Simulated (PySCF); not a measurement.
# Dipole response of Mn (manganese, neutral)

[Ar] 3d6 4s1, high-spin 6D determinant (an excited configuration). Computed with PySCF 2.14 in def2-TZVPPD (6s6p4d2f1g, 67 functions), with no relativity, point nucleus. Coupled (time-dependent) response in atomic units; α is the mean over directions.

| method | mean α (bohr³) | α xx, yy, zz | C₆ (like pair) | S(−4) |
| --- | --- | --- | --- | --- |
| UHF | 100.7 | 97.26, 97.26, 107.6 | 824.6 | 10130 |
| PBE | 60.18 | 61.33, 61.33, 57.87 | 399.9 | 3834 |
| PBE0 | 65.90 | 66.01, 66.01, 65.67 | 463.0 | 3953 |

S(−4) is the Cauchy moment in α(ω) = α(0) + S(−4) ω² + …

α(iu) at PBE0:

```tsv
u (hartree)	α(iu) (bohr³)
0	65.90
0.0500	57.59
0.100	42.51
0.200	21.92
0.300	12.92
0.500	6.423
0.750	3.888
1.00	2.848
1.50	1.909
2.00	1.425
3.00	0.8845
5.00	0.4224
```

A single London oscillator, α(iu) = α/(1 + u²/ω²), gives C₆ = (3/4) ω α². Matching the computed C₆ needs ω = 4 × 463.0 / (3 × 65.90²) = 0.142 hartree.

The components differ because the open shell of this determinant is not spherical; for a pure term their mean is the scalar polarisability.
